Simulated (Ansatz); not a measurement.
`[O]=[Mo]([OH])([Cl])([Cl])[Cl]` at its PBE0-D4/def2-TZVP geometry, where that method's forces vanish. Total charge 0; spin multiplicity 1. Mo takes the def2 core potential.

```xyz
7

O    -0.4201    0.7241    1.7306
Mo   -0.1947   -0.0614    0.3079
O     1.2380    0.8738   -0.4034
Cl    1.1846   -1.8369    0.6853
Cl   -1.9291   -1.5480    0.3491
Cl   -1.4232    0.9734   -1.3528
H     1.5446    0.8751   -1.3166
```

Problem. What forces (eV/Å) does ωB97M-V/def2-TZVPP give on these atoms in Ansatz? (Best estimate.)

Solution. Computed: 
```
O1   0.083 -0.303 -0.543
Mo2  0.084  0.443  0.545
O3  -0.104 -0.060  0.013
Cl4  0.035 -0.069  0.010
Cl5 -0.037 -0.030 -0.006
Cl6 -0.045  0.025 -0.059
H7  -0.017 -0.006  0.039
```
